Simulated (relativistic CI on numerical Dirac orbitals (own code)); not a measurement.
Hyperfine structure of La²²⁺, mass number 137

Calculated at this level of theory: Dirac-Coulomb-Breit CI, separate exchange-only KLI orbitals for each configuration, QED by a radiative potential, unscaled Slater integrals (own radial code, finite nucleus).

Configurations in the expansion (outside the closed core [Ar] 3d10): 4s2 4p5, 4s 4p6, 4s2 4p4 4d, 4s 4p5 4d, 4s2 4p4 4f, 4s 4p5 4f, 4p6 4d, 4s 4p4 4d2, 4s2 4p3 4d 4f, 4p6 4f, 4s2 4p4 5s, 4p5 4d2, 4p4 4d3, 4p4 4d2 4f, 4p4 4d2 5s. Double excitations out of closed p, d and f shells are left out; levels of such configurations are missing from the list, as are those of other unlisted configurations, and high levels can miss mixing partners.

Nuclear spin I = 7/2, μ = 2.696 μN, Q = 0.21 b (tables of Stone and Pyykkö). The electronic factors are computed for point nuclear moments, without core polarisation or the Bohr-Weisskopf and QED corrections.

```csv
Level,E (cm⁻¹),A (GHz),B (GHz)
4s2 4p5 2P°_3/2,0,14.06,-7.3
4s2 4p5 2P°_1/2,173379,93.47,
4s 4p6 2S_1/2,615016,244.7,
4s2 4p4 4d 4D_5/2,720333,9.825,-0.693
4s2 4p4 4d 2F_7/2,761640,8.395,0.0456
4s2 4p4 4d 4F_9/2,766194,7.591,3.44
4s2 4p4 4d 2D_3/2,782598,6.281,2.74
4s2 4p4 4d 4P_1/2,807179,23.77,
```

Levels with J = 0, under 50 % of one LS term, or S terms without an open s electron are left out. Small factors come from cancelling terms and can be off by tens of per cent or more.

At this charge energies of transitions that change n are usually good to better than 1 %, and those within a shell (Δn = 0) to a few per cent.

Problem. Give the hyperfine levels of 4s2 4p5 2P°_1/2 relative to its centre of gravity.

Solution. With K = F(F + 1) − I(I + 1) − J(J + 1), E = AK/2: F = 3: -210.3, F = 4: 163.6 GHz.

LS names give the leading component of a level, which can be under half, so a name can repeat, a term be missing and a line seem to break the LS rules.
